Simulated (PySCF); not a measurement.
Dipole response of P (phosphorus, neutral)

[Ne] 3s2 3p3, high-spin 4S determinant. Calculation: PySCF 2.14, in aug-cc-pCVTZ-DK with one added diffuse shell each of s, p, d, f type (9s8p6d4f, 91 functions); the spin-free X2C one-electron Hamiltonian (Gaussian nucleus). Coupled (time-dependent) response in atomic units; α is the mean over directions.

```csv
method,mean α (bohr³),C₆ (like pair),S(−4)
UHF,25.48,188.6,197.4
PBE,27.68,206.0,269.9
PBE0,26.49,196.0,230.9
LC-wPBE,25.41,186.6,200.6
TPSS,26.88,201.3,240.2
```

S(−4) is the Cauchy moment in α(ω) = α(0) + S(−4) ω² + …

Reference α: 25 ± 1 bohr³ (recommended; Schwerdtfeger and Nagle, table of static dipole polarizabilities (2023 update)). Published C₆: 185.0 (Chu and Dalgarno (2004); Tang, Norbeck and Certain (1976)).

α(iu) at PBE0:

```tsv
u (hartree)	α(iu) (bohr³)
0	26.49
0.0500	25.92
0.100	24.42
0.200	20.06
0.300	15.76
0.500	9.679
0.750	5.687
1.00	3.671
1.50	1.881
2.00	1.153
3.00	0.5822
5.00	0.2560
```

A single London oscillator, α(iu) = α/(1 + u²/ω²), gives C₆ = (3/4) ω α². Matching the computed C₆ needs ω = 4 × 196.0 / (3 × 26.49²) = 0.372 hartree.
